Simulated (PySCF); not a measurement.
# Fractional electron number in Sc (scandium, neutral)

The 4s beta orbital of [Ar] 3d1 4s2 is emptied in steps (occupation f), with all orbitals relaxed, ending at [Ar] 3d1 4s1. All numbers are calculated (PySCF 2.14, the spin-free X2C one-electron Hamiltonian (Gaussian nucleus), in jorge-DZP-DKH). The exact energy is a straight line in f; departures are measured from the line between the end points of the same method.

```csv
f,PBE0 (eV),r2SCAN (eV)
1,0.000,0.000
0.8,-0.278,-0.339
0.6,-0.413,-0.495
0.4,-0.404,-0.471
0.2,-0.253,-0.279
0,0.000,0.000
```

| method | E(f=0) − E(f=1) (eV) | −ε at f=1 (eV) | −ε at f=0.4 (eV) |
| --- | --- | --- | --- |
| PBE0 | 6.290 | 4.542 | 6.696 |
| r2SCAN | 6.061 | 3.915 | 6.624 |

Orbital energy along the path (eV):

```json
{"f": "1", "PBE0": "-4.542", "r2SCAN": "-3.915"}
{"f": "0.8", "PBE0": "-5.256", "r2SCAN": "-4.823"}
{"f": "0.6", "PBE0": "-5.975", "r2SCAN": "-5.730"}
{"f": "0.4", "PBE0": "-6.696", "r2SCAN": "-6.624"}
{"f": "0.2", "PBE0": "-7.374", "r2SCAN": "-7.371"}
{"f": "0", "PBE0": "-7.409", "r2SCAN": "-7.176"}
```

As f goes to zero the orbital energy of a semilocal functional can turn back, because the density of that orbital vanishes from the exchange-correlation potential.

Reference removal energy between the ground levels: 6.561 eV (measured; NIST Atomic Spectra Database, ionization energies). The calculation has no spin-orbit coupling.
